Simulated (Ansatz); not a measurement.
(1) Predict a relaxed structure of WOCl4 (WCl₄O), charge 0, singlet, at B3LYP-D4/def2-SVP (Ansatz).

Answers

(1) 
```xyz
6

W    -0.065   -0.017    0.062
O    -1.252   -0.336    1.209
Cl   -0.659   -1.346   -1.739
Cl    1.577   -1.589    0.509
Cl    1.317    1.523    1.104
Cl   -0.919    1.766   -1.144
```
Point group C4v (tolerance 0.1 Å). The metal has 5 neighbours: O 1.68 Å, Cl 2.32 Å, Cl 2.32 Å, Cl 2.32 Å, Cl 2.32 Å. This is one stationary point.

In the def2 sets W takes a core potential; there is no spin–orbit coupling.
